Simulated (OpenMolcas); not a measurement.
# Sn2+: effect of the IPEA shift

| Property | Result |
| --- | --- |
| Program | OpenMolcas |
| Basis | ANO-RCC-VTZP [7s6p4d2f1g] |
| Scalar Hamiltonian | DKH2, point nucleus |
| Active space | 2 electrons in 8 orbitals (5s 5p 6s 6p) |
| State averaging | 2S+1 = 3 even, 3 roots; 2S+1 = 1 even, 7 roots; 2S+1 = 3 odd, 3 roots; 2S+1 = 1 odd, 3 roots |
| Spin-orbit coupling | state interaction with AMFI integrals over the reference wave functions, term energies averaged over their components |

Methods on the same reference wave functions:
A. CASSCF
B. MS-CASPT2, IPEA 0 Eh, imaginary shift 0.1 Eh (closed shells correlated: 4d)
C. MS-CASPT2, IPEA 0.25 Eh, imaginary shift 0.1 Eh (closed shells correlated: 4d)

Energies in cm⁻¹ above 5s² ¹S₀, the measured ground level; measured values from Moore, Atomic Energy Levels, vol. III, NSRDS-NBS 35 (1971 reprint of NBS Circular 467, 1958).

```tsv
Level	A	B	C	Measured
5s² ¹S₀	0.0	0.0	0.0	0.0
5s 5p ³P°₀	49598	53330	53470	53548
5s 5p ³P°₁	51068	54750	54890	55196
5s 5p ³P°₂	54331	58070	58200	59229
5s 5p ¹P°₁	85820	78100	78660	79911
5p² ³P₀	124979	128220	128500	127308
5p² ³P₁	126481	129720	130000	130120
```

Deviations, from unrounded energies. A percentage is the sum of absolute deviations over the sum of measured energies, with the sign that they share, or ± where signs differ.

```json
{"Against measurement": "mean absolute deviation (cm-1)", "Levels": "6", "A": "4100", "B": "820", "C": "660"}
{"Against measurement": "other configurations (%)", "Levels": "6", "A": "±4.9", "B": "±1.0", "C": "±0.8"}
```

C lies closest to measurement on these levels and A furthest from it. The largest miss of C in the table is 5s 5p ¹P°₁, by -1300 cm-1. The ranking rests on the paired levels alone, and a cruder setting can come out closer through cancelling errors.

Between B and C the level of the table that moves most is 5s 5p ¹P°₁, by 550 cm-1 (lowest in B, highest in C). Moves below CASPT2's spread within the term are not significant.

The lowest spin-free term lies below A's lowest term by 0.412 hartree in B, 0.410 hartree in C.

Over all roots computed the reference weight is 0.86 to 0.94 in B, 0.87 to 0.94 in C; the roots of lowest weight are the least certain, and an intruder state may touch them. The run also gave levels led by 5s 6s, which use shells meant for correlation; these and all levels above them are left out. The ¹D term of p² mixes with s d, which this space lacks. Computed and measured levels are paired by configuration, term and J; levels that our copy of the source lacks, or whose pairing is in doubt (as where it misses far off the trend of its configuration), stay unpaired and out of the deviations. Levels of configurations outside the active space are missing. The table leaves out levels that lie high or whose names do not pair safely across all columns.

° marks odd parity.
